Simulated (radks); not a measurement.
Spherical quantum dot in the effective-mass picture: electrons in a hard-walled sphere of radius 7.09, all in effective atomic units (hartree* = m*/eps^2 hartree, bohr* = eps/m* bohr), one dielectric constant everywhere. Method: non-relativistic Kohn-Sham, LDA (Slater exchange, Perdew-Wang correlation), spin-polarised, spherical densities; computed with a radial shooting solver with Libxc functionals. Levels are named by radial order and angular momentum (1s, 1p, 1d, 2s, ...), and open shells are averaged over m. Each electron was tried in the lowest free levels, single moves between levels near the top were tried too, and the lowest total energy was kept; such a search can miss a lower state. At N = 1 the Hartree and exchange-correlation terms need not cancel, so that row can carry a self-interaction error.

N	open shells	2S	E (hartree*)	mu = E(N) - E(N-1) (hartree*)	addition energy mu(N+1) - mu(N) (hartree*)
1	1s(up 1, down 0)	1	0.100118	0.10012	0.2056
2	none	0	0.405822	0.30570	0.2517
3	1p(up 1, down 0)	1	0.963182	0.55736	0.1689
4	1p(up 2, down 0)	2	1.68945	0.72627	0.1716
5	1p(up 3, down 0)	3	2.58735	0.89791	0.2088
6	1p(up 3, down 1)	2	3.69402	1.1067	0.1655
7	1p(up 3, down 2)	1	4.96618	1.2722	0.1674
8	none	0	6.40577	1.4396	0.2610
9	1d(up 1, down 0)	1	8.10634	1.7006	0.1644
10	1d(up 2, down 0)	2	9.97130	1.8650	0.1648
11	1d(up 3, down 0)	3	12.0011	2.0298	0.1650
12	1d(up 4, down 0)	4	14.1959	2.1948	0.1651
13	1d(up 5, down 0)	5	16.5558	2.3599	0.2022
14	1d(up 5, down 1)	4	19.1180	2.5622	0.1619
15	1d(up 5, down 2)	3	21.8420	2.7241	0.1624
16	1d(up 5, down 3)	2	24.7285	2.8864	0.1626
17	1d(up 5, down 4)	1	27.7775	3.0490	0.1628
18	none	0	30.9893	3.2118	0.2767
19	1f(up 1, down 0)	1	34.4778	3.4885	0.1610
20	1f(up 2, down 0)	2	38.1272	3.6494	0.1611
21	1f(up 3, down 0)	3	41.9377	3.8105	0.1611
22	1f(up 4, down 0)	4	45.9093	3.9716	0.1611
23	1f(up 5, down 0)	5	50.0421	4.1327	0.1611
24	1f(up 6, down 0)	6	54.3359	4.2938	0.1611
25	1f(up 7, down 0)	7	58.7908	4.4549	0.1979
26	1f(up 7, down 1)	6	63.4436	4.6528	0.1593
27	1f(up 7, down 2)	5	68.2556	4.8121	0.1594
28	1f(up 7, down 3)	4	73.2271	4.9715	0.1595
29	1f(up 7, down 4)	3	78.3582	5.1310	-

All shells are closed at N = 2, 8, 18 (there: 1s2 1p6 1d10); the second difference of the energy has clear peaks (12 % above both neighbours; the first and last values, which can be the largest, are not judged, and half-filled shells can peak too) at N = 2, 5, 8, 13, 18, 25.
